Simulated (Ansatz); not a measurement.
Ansatz (a quantum-chemistry and plane-wave program) input (B97M-V/def2-TZVPD):

Ansatz 0.2 input:
```yaml
crystal:
  periodic: [false, false, false]
  atoms:
    - {symbol: O, position_ang: [0.33612764, 1.13127209, 1.46769072]}
    - {symbol: Si, position_ang: [0.14330587, -0.02739187, 0.47302340]}
    - {symbol: O, position_ang: [1.52661236, -0.88054252, 0.04613281]}
    - {symbol: O, position_ang: [-0.97610430, -1.21830922, 0.81617870]}
    - {symbol: Cl, position_ang: [-0.59273131, 0.59275840, -1.50028424]}
    - {symbol: H, position_ang: [2.28883910, -0.32290916, 0.22658914]}
    - {symbol: H, position_ang: [-1.31177461, -1.62986035, 0.01589724]}
basis:
  gaussian:
    orbitals: def2-TZVPD
hamiltonian:
  xc: {name: B97M-V}
total_charge: -1
output: {forces: true}
```

Output:

```
Functional definition: B97M-V
integrals: 0.19 GiB planned
1209 factors; their error is unknown
0.41 GiB of the device are held for the grids
1.27 GiB of device memory are held for the factors and their scratch space
mean field: 1.18 GiB planned
mean field evaluation 1: about -26569.4699 eV, gradient 6.9e1 eV
mean field evaluation 2: about -26454.8492 eV, gradient 1.9e2 eV
mean field evaluation 4: about -26577.1721 eV, gradient 1.2e1 eV
mean field evaluation 8: about -26577.4363 eV, gradient 1.5e-1 eV
mean field evaluation 16: about -26577.4270 eV, gradient 4.6e-3 eV
mean field -26577.42700763 eV, -976.7024277032 hartree, gradient 1.6e-5 eV, S^2 0.000000; 0 other end points of the search recorded, 0 dependent functions left out
the calculation of the forces begins
reference -26577.42709585 eV, -976.7024309455 hartree; 29, 29 occupied and 198, 198 virtual orbitals, 1209 factors
Total energy: -26577.42709585 eV, -976.7024309455 hartree
Atom 0 at     0.336128     1.131272     1.467691 Å, force    -0.061069    -0.242160    -0.194406 eV/Å
Atom 1 at     0.143306    -0.027392     0.473023 Å, force     0.040300    -0.061101    -0.041865 eV/Å
Atom 2 at     1.526612    -0.880543     0.046133 Å, force    -0.126018     0.232691     0.097222 eV/Å
Atom 3 at    -0.976104    -1.218309     0.816179 Å, force     0.150925     0.145002    -0.186149 eV/Å
Atom 4 at    -0.592731     0.592758    -1.500284 Å, force     0.077182    -0.066707     0.208437 eV/Å
Atom 5 at     2.288839    -0.322909     0.226589 Å, force    -0.158444    -0.095844    -0.023811 eV/Å
Atom 6 at    -1.311775    -1.629860     0.015897 Å, force     0.077123     0.088119     0.140572 eV/Å
Dipole moment:     0.059960    -0.518094    -0.548852 e Å
```

It need not be the lowest isomer of its formula. Whether it binds its extra electron was not tested at this geometry.
